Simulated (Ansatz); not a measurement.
Consider the formal exchange of groups at the Sn–Cl bond: `C#[C][SnH2][Cl]` + `C#C` → `C#[C][SnH2][C]#C` + HCl.

Program: Ansatz. Geometries: PBE0-D4/def2-TZVP. ΔE: electronic, gas phase. CCSD(T)/CBS is the MP2 limit (def2-TZVPP, def2-QZVPP) plus CCSD(T) − MP2 in def2-TZVPP, frozen cores. This one scheme is used for every species. Functionals use def2-TZVPP. B3LYP here is the variant with VWN-RPA as its local correlation; programs differ in this. HSE06 is defined as in plane-wave codes. def2 core potentials past Kr. For Sn outer-core shells are correlated without core-valence functions, which leaves a few kJ/mol of doubt a bond.

`C#[C][SnH2][Cl]`:

Cartesian coordinates in Å:
```
C 1.154 -0.124 -1.822
C 0.510 0.004 -0.810
Sn -0.595 0.248 0.923
Cl -0.998 -1.886 1.756
H 1.723 -0.243 -2.716
H 0.313 1.069 2.097
H -2.108 0.931 0.572
```

`C#C`:

```xyz
4

C     0.345    0.320   -0.370
C    -0.345   -0.320    0.370
H     0.957    0.890   -1.029
H    -0.957   -0.890    1.029
```

`C#[C][SnH2][C]#C`:

```xyz
9

C    -1.289    2.400    0.642
C    -0.668    1.370    0.717
Sn    0.407   -0.399    0.888
C     0.537   -1.239   -1.007
C     0.622   -1.744   -2.099
H    -1.839    3.311    0.568
H     1.970   -0.048    1.448
H    -0.434   -1.463    1.909
H     0.694   -2.187   -3.066
```

HCl:

Cartesian coordinates in Å:
```
Cl -0.166 0.563 0.255
H 0.166 -0.563 -0.255
```

| level | ΔE (kJ/mol) | difference from CCSD(T)/CBS |
| --- | --- | --- |
| r2SCAN-D4 | 79.5 | 6.5 |
| PBE0-D4 | 76.7 | 3.7 |
| HSE06-D4 | 76.8 | 3.8 |
| CAM-B3LYP-D4 | 77.9 | 4.9 |
| PBE-QIDH | 72.4 | -0.6 |
| PBE0 | 77.6 | 4.6 |
| B3LYP | 81.3 | 8.3 |
| BHLYP | 82.9 | 9.9 |
| HF/def2-SVP | 89.7 | 16.7 |
| MP2/def2-SVP | 71.7 | -1.3 |
| HF/def2-TZVPP | 85.8 | 12.8 |
| SCS-MP2/def2-TZVPP | 65.0 | -8.0 |
| CCSD/def2-TZVPP | 65.5 | -7.5 |
| CCSD(T)/def2-TZVPP | 63.2 | -9.8 |
| MP2/def2-QZVPP | 69.7 | -3.3 |
| MP2/CBS(def2) | 73.5 | 0.5 |
| CCSD(T)/CBS | 73.0 | 0 |

Largest T1 diagnostic among the species: 0.014.

Leaving LDA and LC-ωPBE aside and taking each functional with its dispersion term where it has one, the values, not all of them listed here, spread over 9.6 kJ/mol, from PBE-QIDH to BHLYP-D4. LDA lies −4.2 kJ/mol from PBE without D4. In def2-TZVPP, CCSD(T) changes the Hartree–Fock value by −22.6 kJ/mol (the triples alone add −2.3 kJ/mol) and MP2 by −22.1 kJ/mol.
